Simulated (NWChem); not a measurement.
System: SiNH$_{2}$Cl, singlet; SMILES N[Si]Cl

The following NWChem deck was run.

```
start job
memory heap 200 mb stack 900 mb global 1100 mb
geometry units angstroms noautoz
  Si     0.724749     0.594252     0.000000
  Cl    -0.149315    -1.335695     0.000000
  N     -0.725972     1.505227     0.000000
  H     -1.668380     1.122603     0.000000
  H     -0.713472     2.521013     0.000000
end
basis spherical
  Si library aug-pcseg-1
  Cl library aug-pcseg-1
  N library aug-pcseg-1
  H library aug-pcseg-1
end
dft
  xc b3lyp
  iterations 150
  mulliken
end
task dft energy
```

Excerpt of the output:

```
             Northwest Computational Chemistry Package (NWChem) 7.3.0
             --------------------------------------------------------

 CS  symmetry detected

                             Geometry "geometry" -> ""
                             -------------------------

 Output coordinates in angstroms (scale by  1.889725989 to convert to a.u.)

  No.       Tag          Charge          X              Y              Z
 ---- ---------------- ---------- -------------- -------------- --------------
    1 Si                  14.0000     0.71980449     0.60102865     0.00000000
    2 Cl                  17.0000    -0.14997247    -1.33085420     0.00000000
    3 N                    7.0000    -0.73293548     1.50878050     0.00000000
    4 H                    1.0000    -1.67449166     1.12406510     0.00000000
    5 H                    1.0000    -0.72269077     2.52459175     0.00000000

 Effective nuclear repulsion energy (a.u.)     130.5680947877

      Symmetry information
      --------------------

 Group name             Cs
 Group number              2
 Group order               2
 No. of unique centers     5

                                 NWChem DFT Module
                                 -----------------

 Summary of "ao basis" -> "ao basis" (spherical)
 ------------------------------------------------------------------------------
       Tag                 Description            Shells   Functions and Types
 ---------------- ------------------------------  ------  ---------------------
 Si                       aug-pcseg-1               11       27   5s4p2d
 Cl                       aug-pcseg-1               11       27   5s4p2d
 N                        aug-pcseg-1                9       23   4s3p2d
 H                        aug-pcseg-1                5        9   3s2p

      Symmetry analysis of basis
      --------------------------

        a'         68
        a"         27

            General Information
            -------------------
          SCF calculation type: DFT
          Wavefunction type:  closed shell.
          No. of atoms     :     5
          No. of electrons :    40
           Alpha electrons :    20
            Beta electrons :    20
          Charge           :     0
          Spin multiplicity:     1
          Use of symmetry is: on ; symmetry adaption is: on
          Maximum number of iterations: 150
          AO basis - number of functions:    95
                     number of shells:    41
          Convergence on energy requested:  1.00D-06
          Convergence on density requested:  1.00D-05
          Convergence on gradient requested:  5.00D-04

              XC Information
              --------------
                         B3LYP Method XC Potential
                     Hartree-Fock (Exact) Exchange  0.200
                        Slater Exchange Functional  0.800 local
                    Becke 1988 Exchange Functional  0.720 non-local
              Lee-Yang-Parr Correlation Functional  0.810
                  VWN I RPA Correlation Functional  0.190 local

             Grid Information
             ----------------
          Grid used for XC integration:  medium
          Radial quadrature: Mura-Knowles
          Angular quadrature: Lebedev.
          Tag              B.-S. Rad. Rad. Pts. Rad. Cut. Ang. Pts.
          ---              ---------- --------- --------- ---------
          Si                  1.10       88          14.0       590
          Cl                  1.00       88          15.0       590
          N                   0.65       49          13.0       434
          H                   0.35       45          15.0       434
          Grid pruning is: on
          Number of quadrature shells:   315
          Spatial weights used:  Erf1

      Superposition of Atomic Density Guess
      -------------------------------------

 Sum of atomic energies:        -803.52418528

      Non-variational initial energy
      ------------------------------

 Total energy =    -804.314340
 1-e energy   =   -1369.918840
 2-e energy   =     435.036406
 HOMO         =      -0.271375
 LUMO         =      -0.030227

      Symmetry analysis of molecular orbitals - initial
      -------------------------------------------------

  Numbering of irreducible representations:

     1 a'          2 a"

  Orbital symmetries:

     1 a'          2 a'          3 a'          4 a'          5 a'
     6 a'          7 a"          8 a'          9 a'         10 a'
    11 a"         12 a'         13 a'         14 a'         15 a'
    16 a'         17 a"         18 a'         19 a"         20 a'
    21 a"         22 a'         23 a'         24 a'         25 a"
    26 a'         27 a'         28 a'         29 a'         30 a'

     ---------------------------------------------
      Total Density - Mulliken Population Analysis
     ---------------------------------------------

    Atom       Charge   Shell Charges
 -----------   ------   -------------------------------------------------------
    1 Si  14    12.88   2.00  2.00  1.10  0.79  0.11  5.99  1.04 -0.21 -0.00  0.12 -0.05
    2 Cl  17    17.67   2.00  2.00  1.22  0.76 -0.04  6.00  3.94  1.73  0.03  0.01  0.02
    3 N    7     8.16   2.00  0.87  0.68  0.07  2.64  1.71  0.17  0.01  0.01
    4 H    1     0.63   0.62  0.04 -0.04  0.03 -0.03
    5 H    1     0.67   0.62  0.07 -0.03  0.03 -0.03

[...]
```

Level: B3LYP/aug-pcseg-1. Low-valent species are run as closed-shell singlets; no triplet was tried in these runs. The geometry was optimised at PBE0/def2-SVP. B3LYP is NWChem's, with the RPA form of VWN correlation.
